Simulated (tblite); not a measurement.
C11H7N3.
Numbering: `[cH:1]1[cH:2][cH:3][c:4]2[n:5][c:6]3[n:7][cH:8][cH:9][cH:10][c:11]3[n:12][c:13]2[cH:14]1` (hydrogens: H15 on C1; H16 on C2; H17 on C3; H18 on C8; H19 on C9; H20 on C10; H21 on C14)

Computed with GFN2-xTB (tblite), gas phase: L-BFGS steps from a force-field or distance-geometry start until the largest atomic force falls under 0.01 eV/Å.

The end geometry, which sets the zero of energy:
```
atom  x, y, z in Å
C1     -3.2905    1.0926   -0.1562
C2     -3.4792   -0.1987    0.3887
C3     -2.4198   -1.0184    0.6296
C4     -1.1040   -0.5812    0.3338
N5     -0.0761   -1.3894    0.5725
C6      1.1394   -0.9420    0.2828
N7      2.1808   -1.7698    0.5285
C8      3.3758   -1.3508    0.2537
C9      3.6785   -0.0772   -0.2907
C10     2.6588    0.7867   -0.5540
C11     1.3320    0.3731   -0.2702
N12     0.3051    1.1840   -0.5110
C13    -0.9125    0.7322   -0.2195
C14    -2.0443    1.5524   -0.4544
H15    -4.1560    1.7141   -0.3335
H16    -4.4833   -0.5279    0.6129
H17    -2.5354   -2.0071    1.0447
H18     4.1768   -2.0477    0.4674
H19     4.7066    0.1865   -0.4870
H20     2.8159    1.7716   -0.9685
H21    -1.8775    2.5340   -0.8699
```

Question: These geometries come from the run, each turned onto the end geometry. Order them by energy, lowest first.
A.
```
atom  x, y, z in Å
C1     -3.3214    1.0910   -0.1570
C2     -3.5193   -0.1943    0.3873
C3     -2.4450   -1.0089    0.6254
C4     -1.1149   -0.5744    0.3324
N5     -0.0770   -1.3869    0.5733
C6      1.1544   -0.9505    0.2847
N7      2.2125   -1.7754    0.5290
C8      3.4144   -1.3591    0.2533
C9      3.7235   -0.0882   -0.2898
C10     2.6850    0.7623   -0.5480
C11     1.3464    0.3652   -0.2706
N12     0.3138    1.1879   -0.5123
C13    -0.9207    0.7459   -0.2262
C14    -2.0749    1.5600   -0.4551
H15    -4.1920    1.7068   -0.3269
H16    -4.5209   -0.5275    0.6205
H17    -2.5916   -1.9919    1.0452
H18     4.2459   -2.0299    0.4534
H19     4.7549    0.1882   -0.4908
H20     2.8558    1.7427   -0.9590
H21    -1.9378    2.5538   -0.8693
```
B.
```
atom  x, y, z in Å
C1     -3.3074    1.0977   -0.1577
C2     -3.4852   -0.1978    0.3895
C3     -2.4201   -1.0135    0.6269
C4     -1.0959   -0.5877    0.3345
N5     -0.0646   -1.3933    0.5734
C6      1.1519   -0.9479    0.2849
N7      2.1952   -1.7748    0.5299
C8      3.3895   -1.3549    0.2529
C9      3.6878   -0.0798   -0.2904
C10     2.6704    0.7862   -0.5553
C11     1.3388    0.3725   -0.2702
N12     0.3064    1.1779   -0.5093
C13    -0.9136    0.7318   -0.2212
C14    -2.0551    1.5523   -0.4536
H15    -4.1819    1.7189   -0.3342
H16    -4.4980   -0.5209    0.6125
H17    -2.5660   -1.9977    1.0446
H18     4.1967   -2.0451    0.4644
H19     4.7171    0.1825   -0.4853
H20     2.8471    1.7696   -0.9701
H21    -1.9221    2.5411   -0.8664
```
C.
```
atom  x, y, z in Å
C1     -3.2985    1.0952   -0.1563
C2     -3.4792   -0.1949    0.3876
C3     -2.4204   -1.0157    0.6288
C4     -1.1022   -0.5847    0.3332
N5     -0.0691   -1.3878    0.5713
C6      1.1477   -0.9419    0.2826
N7      2.1885   -1.7708    0.5285
C8      3.3837   -1.3520    0.2533
C9      3.6798   -0.0777   -0.2912
C10     2.6639    0.7900   -0.5554
C11     1.3376    0.3724   -0.2699
N12     0.3045    1.1762   -0.5090
C13    -0.9149    0.7288   -0.2186
C14    -2.0503    1.5490   -0.4531
H15    -4.1670    1.7149   -0.3340
H16    -4.4823   -0.5215    0.6107
H17    -2.5540   -2.0004    1.0443
H18     4.1853   -2.0497    0.4671
H19     4.7076    0.1818   -0.4844
H20     2.8391    1.7722   -0.9708
H21    -1.9087    2.5336   -0.8652
```
D.
```
atom  x, y, z in Å
C1     -3.3157    1.0929   -0.1584
C2     -3.5278   -0.1974    0.3846
C3     -2.4641   -1.0051    0.6269
C4     -1.1431   -0.5538    0.3231
N5     -0.1005   -1.3444    0.5608
C6      1.1441   -0.9459    0.2821
N7      2.2239   -1.7532    0.5178
C8      3.4350   -1.3596    0.2552
C9      3.7411   -0.0883   -0.2932
C10     2.6938    0.7462   -0.5414
C11     1.3456    0.3540   -0.2674
N12     0.3108    1.1619   -0.5025
C13    -0.9245    0.7533   -0.2232
C14    -2.0735    1.5588   -0.4571
H15    -4.1918    1.6930   -0.3202
H16    -4.5262   -0.5343    0.6262
H17    -2.6027   -1.9813    1.0419
H18     4.2834   -2.0267    0.4478
H19     4.7712    0.1878   -0.4918
H20     2.8577    1.7173   -0.9484
H21    -1.9456    2.5418   -0.8632
```
E.
```
atom  x, y, z in Å
C1     -3.3131    1.0965   -0.1580
C2     -3.4953   -0.1981    0.3898
C3     -2.4253   -1.0119    0.6258
C4     -1.0969   -0.5871    0.3354
N5     -0.0653   -1.3964    0.5749
C6      1.1541   -0.9513    0.2860
N7      2.2013   -1.7777    0.5309
C8      3.3953   -1.3573    0.2530
C9      3.6987   -0.0827   -0.2897
C10     2.6759    0.7794   -0.5537
C11     1.3403    0.3724   -0.2711
N12     0.3092    1.1837   -0.5111
C13    -0.9147    0.7366   -0.2240
C14    -2.0621    1.5554   -0.4539
H15    -4.1886    1.7179   -0.3328
H16    -4.5088   -0.5224    0.6150
H17    -2.5752   -1.9966    1.0452
H18     4.2101   -2.0396    0.4610
H19     4.7291    0.1846   -0.4871
H20     2.8509    1.7636   -0.9677
H21    -1.9285    2.5479   -0.8683
```

Answer: C (0.007 eV), B (0.017 eV), E (0.030 eV), A (0.070 eV), D (0.173 eV).

In the order of the answer:

```csv
step,E above end (eV),largest force (eV/Å),rms force component (eV/Å),rms distance from end (Å),rms bond change (Å),bond most changed (Å)
9,0.007,0.16,0.044,0.011,0.001,C13–C14 +0.003
7,0.017,0.26,0.083,0.019,0.003,C13–C14 +0.008
6,0.030,0.29,0.097,0.025,0.005,C13–C14 +0.011
4,0.070,0.60,0.149,0.039,0.008,C13–C14 +0.014
2,0.173,0.93,0.243,0.054,0.008,C6–N7 +0.016
```

What follows is the cost of the whole relaxation. On an AMD EPYC 7B13 with one thread, shared host, this took 0.26 s of wall time.
